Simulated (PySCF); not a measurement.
Below is a simulated gas-phase Cl 2p photoelectron spectrum of `[Br][AlH][Cl]`.

Every computed line was given a Gaussian of 0.8 eV full width at half maximum and an area set by the number of equivalent atoms (split 2:1 within a doublet); the highest printed point is 100. Computed with PySCF, delta-SCF UKS SCAN, pcX-2 on the ionised atom, pcseg-1 elsewhere, spin-free X2C.

(binding energy (eV), intensity): (205.0, 0), (205.1, 1), (205.2, 2), (205.3, 5), (205.4, 10), (205.5, 18), (205.6, 29), (205.7, 45), (205.8, 62), (205.9, 80), (206.0, 93), (206.1, 100), (206.2, 98), (206.3, 89), (206.4, 74), (206.5, 56), (206.6, 39), (206.7, 25), (206.8, 15), (206.9, 9), (207.0, 7), (207.1, 8), (207.2, 12), (207.3, 18), (207.4, 26), (207.5, 35), (207.6, 43), (207.7, 49), (207.8, 50), (207.9, 47), (208.0, 41), (208.1, 33), (208.2, 24), (208.3, 16), (208.4, 10), (208.5, 6), (208.6, 3), (208.7, 1), (208.8, 1), (208.9, 0)

Count the maxima, the lines and the sites behind this envelope.

The curve has 2 maxima (at 206.1 and 207.8 eV). Under it lie 2 lines from 1 inequivalent chlorine site, drawn as a 2p3/2, 2p1/2 pair.

Decompose the envelope and assign each component. Numbering: `[Cl:1][AlH:2][Br:3]`.

```json
{"position (eV)": "206.13", "relative area": "0.67", "line": "Cl 2p3/2", "atoms": "Cl1", "environment": "chlorine bonded to Al"}
{"position (eV)": "207.79", "relative area": "0.33", "line": "Cl 2p1/2", "atoms": "Cl1", "environment": "chlorine bonded to Al"}
```

The curve has no shake-up lines and no vibrational structure. Spin–orbit coupling isn't in the SCF: each 2p doublet comes from a relaxed spin-free hole plus a matrix of the shell (mean-field spin–orbit coupling and the ground-state 2p splitting), with 2p3/2 averaged over its two sublevels. 2p1/2 minus 2p3/2 (ligand field included): Cl 1.65 eV. Geometry: PBE0-D3(BJ)/def2-SVP; no solvent, vibrations or thermal averaging.
